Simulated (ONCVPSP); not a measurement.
## PW91 ONCV dataset for fluorine, scalar-relativistic all-electron reference.

ONCVPSP 4.0.1 input, shortened (lines: element, Z, core and valence counts, functional; n l f; lmax; l rc ep ncon nbas qcut; lloc lpopt rc5 dvloc0; l nproj debl; icmod fcfact rcfact), PW91, scalar-relativistic:

```
  F 9.00    1    2  -109134      upf
    1    0    2.00
    2    0    1.75
    2    1    5.25
    2
    0    0.70    0.00    5    9   11.50
    1    1.65    0.00    5    9    8.90
    2    1.75    0.16    4    7    6.40
    0    5    0.70    0.00
    0    0    3.70
    1    3    1.50
    2    2    2.00
    1    0.25    0.00
```

All-electron outer shells of the reference configuration (PW91, scalar-relativistic, ld1.x):

```tsv
shell	level (eV)	outermost node (bohr)	outermost maximum (bohr)
1s	-663.98	–	0.11
2s	-30.07	0.24	0.76
2p	-11.31	–	0.71
```

Results:

- Cutoffs needed: 57 Ha and 77 Ha (the cutoffs (Ha) at which the residual kinetic energy of the hardest occupied pseudo-wave falls to 1 and 0.1 mHa per electron)
- Ghost test: no bound ghost flagged; no localised positive-energy state flagged
- Largest excitation error: +484 meV (all-electron minus pseudo) for 2s2 2p3, out of 4 test configurations
- rms error of d²Exc/dni dnj: 1.78 mHa without and 1.70 mHa with the model core

Generation and tests took about 5.5 s on one core of a shared server CPU.
